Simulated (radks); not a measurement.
Problem. Hg2+, 78 electrons, occupied as [Xe] 4f14 5d10 (the NIST ground configuration). All-electron calculation, Dirac Kohn-Sham, PBEsol, spin-unpolarised, spherical densities, point nucleus. Program: a radial shooting solver on a logarithmic mesh with Libxc functionals. Some entries of the table are withheld. Estimate them.

orbital  occ.  eigenvalue (hartree)  r(max) (bohr)
1s1/2       2             -3051.613        0.01022
2s1/2       2             -540.9789        0.05936
2p1/2       2             -519.0225        0.04362
2p3/2       4             -447.4703        0.05111
3s1/2       2             -128.8901         0.1670
3p1/2       2             -119.0154         0.1558
3p3/2       4             -103.1680         0.1710
3d3/2       4             -86.84145            (1)
3d5/2       6             -83.44563            (2)
4s1/2       2             -28.87423            (3)
4p1/2       2             -24.64492         0.3742
4p3/2       4             -20.81477         0.4054
4d3/2       4             -13.90920         0.3977
4d5/2       6             -13.19526         0.4072
5s1/2       2              -5.04014         0.8284
4f5/2       6              -4.30590         0.3641
4f7/2       8              -4.15180         0.3687
5p1/2       2              -3.64488            (4)
5p3/2       4              -2.97178            (5)
5d3/2       4              -1.10163          1.141
5d5/2       6              -1.03077          1.178

Solution. 
(1) 3d3/2 r(max) (bohr): 0.1330
(2) 3d5/2 r(max) (bohr): 0.1372
(3) 4s1/2 r(max) (bohr): 0.3762
(4) 5p1/2 r(max) (bohr): 0.8731
(5) 5p3/2 r(max) (bohr): 0.9527
